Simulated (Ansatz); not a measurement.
CH₂AlBO, 6 atoms. Total charge 0; spin multiplicity 1. The bonds changed during the relaxation, so this is another structure than the one it started from. All runs use 2 threads of an Arm Neoverse V1 on a shared host. Correlated methods freeze the cores. Open-shell runs search over several starts.

Q: How many basis functions does each run have, and how long does it take in Ansatz? RKS PBE0-D4/def2-SVP energy; UHF-MP2/def2-QZVPP energy of the cation; RKS LC-ωPBE/def2-TZVPP energy; RKS ωB97M-V/def2-SVP energy; RKS B2PLYP (frozen core)/def2-TZVPP energy; RKS HSE06 (plane-wave form)-D4/def2-TZVPP energy; UKS r2SCAN-D4/def2-TZVPP energy of the cation; UKS B3LYP-D4/def2-TZVPP energy of the cation; UKS PBE0-D4/def2-TZVPP energy of the cation; RKS ωB97M-V/def2-QZVPP energy; UKS B2PLYP (frozen core)/def2-TZVPP energy of the cation; RKS PBE0-D4/def2-TZVP relaxation (6 steps). (Best estimate.)

A: The calculation gave: Other jobs shared the machine, so times are rough.

| level | job | functions | wall time | peak host memory (GiB) |
| --- | --- | --- | --- | --- |
| RKS PBE0-D4/def2-SVP | energy | 70 | 0.75 s | 0.12 |
| RKS LC-ωPBE/def2-TZVPP | energy | 163 | 1.9 s | 0.2 |
| RKS HSE06 (plane-wave form)-D4/def2-TZVPP | energy | 163 | 2.2 s | 0.3 |
| UKS B3LYP-D4/def2-TZVPP | energy of the cation | 163 | 3.3 s | 0.35 |
| RKS ωB97M-V/def2-SVP | energy | 70 | 3.5 s | 0.18 |
| RKS B2PLYP (frozen core)/def2-TZVPP | energy | 163 | 3.5 s | 0.27 |
| UKS PBE0-D4/def2-TZVPP | energy of the cation | 163 | 3.8 s | 0.35 |
| UKS B2PLYP (frozen core)/def2-TZVPP | energy of the cation | 163 | 5.5 s | 0.36 |
| UKS r2SCAN-D4/def2-TZVPP | energy of the cation | 163 | 6.5 s | 0.23 |
| RKS ωB97M-V/def2-QZVPP | energy | 301 | 14 s | 0.93 |
| RKS PBE0-D4/def2-TZVP | relaxation (6 steps) | 142 | 16 s | 0.24 |
| UHF-MP2/def2-QZVPP | energy of the cation | 301 | 22 s | 1 |

B3LYP here is the variant with VWN-RPA as its local correlation; programs differ in this. LC-ωPBE has ω = 0.4 bohr⁻¹.
